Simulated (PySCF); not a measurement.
Vertical excitations of a molecule CH13NSi4 from TDA-B3LYP/def2-SVPD in PySCF, as energy in eV (oscillator strength): 5.44 (0.063), 5.82 (0.026), 6.02 (0.003), 6.25 (0.024), 6.41 (0.047), 6.63 (0.176). Lowest triplet (TDA): 4.93 eV. Geometry optimised at ωB97X-D3(BJ)/def2-SVP. One conformer was computed; it need not be the lowest.

Problem. Identify the compound among the candidates.
A. NC[Si@@H]([SiH3])[SiH2][SiH3]
B. [SiH3][SiH2]NC([SiH3])[SiH3]
C. [SiH3]C[SiH2][SiH2]N[SiH3]
D. N[Si@@H](C[SiH3])[SiH2][SiH3]

Solution. D, N[Si@@H](C[SiH3])[SiH2][SiH3]
